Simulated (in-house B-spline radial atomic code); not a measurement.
**Binding energies in Ga²⁺**

NIST's tabulated ground configuration is [Ar] 3d10 4s1; each binding energy is the energy of the ion with one electron taken from that subshell, relaxed, less that of the parent. Method: Dirac-Hartree-Fock, average of configuration, Fermi nucleus of rms radius 3.9973 fm. Calculated with a radial B-spline atomic code at the basis-set limit. Energies include first-order Breit, QED and recoil terms.

```
subshell  X-ray name  binding energy (eV)  -ε (eV)  relaxation (eV)
   2p1/2          L2               1174.5   1202.1             26.0
   2p3/2          L3               1147.4   1174.2             25.7
   3p1/2          M2                  140    145.8              5.6
   3p3/2          M3                136.4    141.9              5.4
   3d3/2          M4                47.34    52.11             4.77
   3d5/2          M5                46.91    51.58             4.70
      4s          N1                29.61    29.73             0.10
```

Relaxation = -ε minus the binding energy without Breit, QED and recoil terms.

Emission lines follow as differences of binding energies, with λ = 12398.42 eV·Å / E:

```tsv
line	holes	energy (eV)	wavelength (Å)
L3-M5	2p3/2 → 3d5/2	1100.5	11.266
L2-M4	2p1/2 → 3d3/2	1127.2	11
```

What does it cost to remove both a 3p3/2 and a 3d3/2 electron?

207.87 eV, which is 24.12 eV more than the two single binding energies together.

What does it cost to remove both a 2p3/2 and a 3p1/2 electron?

1317 eV, which is 29.62 eV more than the two single binding energies together.
